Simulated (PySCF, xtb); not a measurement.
Pair of molecules: CH4 (SMILES C) (first 5 atoms) with C2H3N (SMILES CC#N); geometry from B3LYP-D3(BJ)/def2-TZVP, rigid monomers moved along the line of their centres of mass till C1···H10 is 2.71 Å.
(charge 0, multiplicity 1):
```json
[
 {"atom": "C", "x (Å)": "-0.0310", "y (Å)": "0.4262", "z (Å)": "0.1798"},
 {"atom": "H", "x (Å)": "0.1344", "y (Å)": "0.2525", "z (Å)": "-0.8824"},
 {"atom": "H", "x (Å)": "0.5139", "y (Å)": "1.3196", "z (Å)": "0.4845"},
 {"atom": "H", "x (Å)": "-1.0971", "y (Å)": "0.5682", "z (Å)": "0.3565"},
 {"atom": "H", "x (Å)": "0.3241", "y (Å)": "-0.4320", "z (Å)": "0.7477"},
 {"atom": "C", "x (Å)": "-0.4882", "y (Å)": "0.6810", "z (Å)": "3.6535"},
 {"atom": "C", "x (Å)": "0.1478", "y (Å)": "-0.6045", "z (Å)": "3.4155"},
 {"atom": "N", "x (Å)": "0.6508", "y (Å)": "-1.6196", "z (Å)": "3.2217"},
 {"atom": "H", "x (Å)": "0.1124", "y (Å)": "1.2758", "z (Å)": "4.3420"},
 {"atom": "H", "x (Å)": "-0.5898", "y (Å)": "1.2238", "z (Å)": "2.7138"},
 {"atom": "H", "x (Å)": "-1.4783", "y (Å)": "0.5360", "z (Å)": "4.0859"}
]
```

Interaction energies are E(AB) − E(A) − E(B) at the monomers' geometry in the complex; basis-set methods are counterpoise corrected. Rows marked so take none.

Rows in 3-21G, 6-31G* carry no dispersion term and start afresh at each structure (6-31G* with six Cartesian d functions).

Programs: PySCF for 3-21G rows, 6-31G* rows; xtb for the GFN methods. Values without a source in brackets are computed.

**Question.** One of these levels gives 3.3 kJ/mol for the interaction energy. Which?
(A) HF/3-21G (no counterpoise)
(B) M06-2X/6-31G* (no counterpoise)
(C) GFN-FF

**Answer.** A, HF/3-21G (no counterpoise). The others give -2.2 (GFN-FF), -5.0 (M06-2X/6-31G* (no counterpoise))
